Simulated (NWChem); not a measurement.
GeSiH$_{5}$F; SMILES F[SiH2][GeH3]

All runs: NWChem. All runs use the structure optimised with PBE0/def2-SVP. Vertical excitations in the gas phase; the lowest state need not have the same character in each row.

Among these, which level gives the lowest value of “lowest excitation, singlet (eV)”?
A) PBE0/def2-SVPD, TDA
B) PBE/def2-SVPD, TDA
C) B3LYP/def2-SVPD, TDA

B, PBE/def2-SVPD, TDA. Values: PBE/def2-SVPD, TDA 6.08; B3LYP/def2-SVPD, TDA 6.41; PBE0/def2-SVPD, TDA 6.49
